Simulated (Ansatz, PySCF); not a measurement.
CH₆ClFSi₂, SMILES F[Si@H](Cl)C[SiH3]. Atoms are numbered in the order given.

```xyz
11

F      1.7775    -0.7297     0.8508
Si     0.9468    -0.2103    -0.4397
Cl     0.5240     1.7821    -0.1354
C     -0.6234    -1.1771    -0.5685
Si    -1.9192    -0.8281     0.7657
H      1.8415    -0.3202    -1.6169
H     -1.0772    -0.9870    -1.5565
H     -0.3554    -2.2480    -0.5375
H     -2.9752    -1.8841     0.7162
H     -2.5529     0.5010     0.5305
H     -1.2827    -0.8420     2.1156
```
Charge 0, spin multiplicity 1.

Coordinates come from a PBE0-D3(BJ)/def2-SVP optimisation. The structure was generated by enumeration; whether it is a known compound was not checked. Other conformers were not sampled.

Two levels are set side by side: PBE-D3(BJ)/def2-SVP (Ansatz, an electronic-structure program) and PBE0-D3(BJ)/def2-SVP (Ansatz). Each level has its own optimised geometry; the coordinates shown are those of the second. Frequencies come from the Hessian of PySCF at each geometry. Differences are taken from unrounded values.

| quantity | PBE0-D3(BJ) |
|---|---|
| mean bond length (Å) | 1.559 |
| bond F1–Si2 (Å) | 1.620 |
| bond Si2–Cl3 (Å) | 2.059 |
| bond Si2–C4 (Å) | 1.848 |
| bond C4–Si5 (Å) | 1.892 |
| bond Si2–H6 (Å) | 1.483 |
| bond C4–H7 (Å) | 1.104 |
| bond C4–H8 (Å) | 1.104 |
| bond Si5–H9 (Å) | 1.494 |
| bond Si5–H10 (Å) | 1.491 |
| bond Si5–H11 (Å) | 1.492 |
| highest harmonic wavenumber (cm⁻¹) | 3137 |
| mean harmonic wavenumber (cm⁻¹) | 1073 |
| zero-point energy (kcal/mol) | 41.40 |

What does PBE-D3(BJ) give, and how far is it from PBE0-D3(BJ)? (The exact figures need the calculation; the answer reports its results.)


```json
[
 {"quantity": "mean bond length (Å)", "PBE-D3(BJ)": "1.570", "PBE-D3(BJ) minus PBE0-D3(BJ)": "0.011"},
 {"quantity": "bond F1–Si2 (Å)", "PBE-D3(BJ)": "1.636", "PBE-D3(BJ) minus PBE0-D3(BJ)": "0.015"},
 {"quantity": "bond Si2–Cl3 (Å)", "PBE-D3(BJ)": "2.075", "PBE-D3(BJ) minus PBE0-D3(BJ)": "0.015"},
 {"quantity": "bond Si2–C4 (Å)", "PBE-D3(BJ)": "1.861", "PBE-D3(BJ) minus PBE0-D3(BJ)": "0.013"},
 {"quantity": "bond C4–Si5 (Å)", "PBE-D3(BJ)": "1.904", "PBE-D3(BJ) minus PBE0-D3(BJ)": "0.012"},
 {"quantity": "bond Si2–H6 (Å)", "PBE-D3(BJ)": "1.495", "PBE-D3(BJ) minus PBE0-D3(BJ)": "0.012"},
 {"quantity": "bond C4–H7 (Å)", "PBE-D3(BJ)": "1.112", "PBE-D3(BJ) minus PBE0-D3(BJ)": "0.008"},
 {"quantity": "bond C4–H8 (Å)", "PBE-D3(BJ)": "1.112", "PBE-D3(BJ) minus PBE0-D3(BJ)": "0.008"},
 {"quantity": "bond Si5–H9 (Å)", "PBE-D3(BJ)": "1.505", "PBE-D3(BJ) minus PBE0-D3(BJ)": "0.010"},
 {"quantity": "bond Si5–H10 (Å)", "PBE-D3(BJ)": "1.501", "PBE-D3(BJ) minus PBE0-D3(BJ)": "0.010"},
 {"quantity": "bond Si5–H11 (Å)", "PBE-D3(BJ)": "1.503", "PBE-D3(BJ) minus PBE0-D3(BJ)": "0.010"},
 {"quantity": "highest harmonic wavenumber (cm⁻¹)", "PBE-D3(BJ)": "3051", "PBE-D3(BJ) minus PBE0-D3(BJ)": "-86"},
 {"quantity": "mean harmonic wavenumber (cm⁻¹)", "PBE-D3(BJ)": "1038", "PBE-D3(BJ) minus PBE0-D3(BJ)": "-34"},
 {"quantity": "zero-point energy (kcal/mol)", "PBE-D3(BJ)": "40.07", "PBE-D3(BJ) minus PBE0-D3(BJ)": "-1.33"}
]
```

Exact exchange shortens and stiffens bonds; PBE has none. Differences between two approximate levels are no errors against the true value.
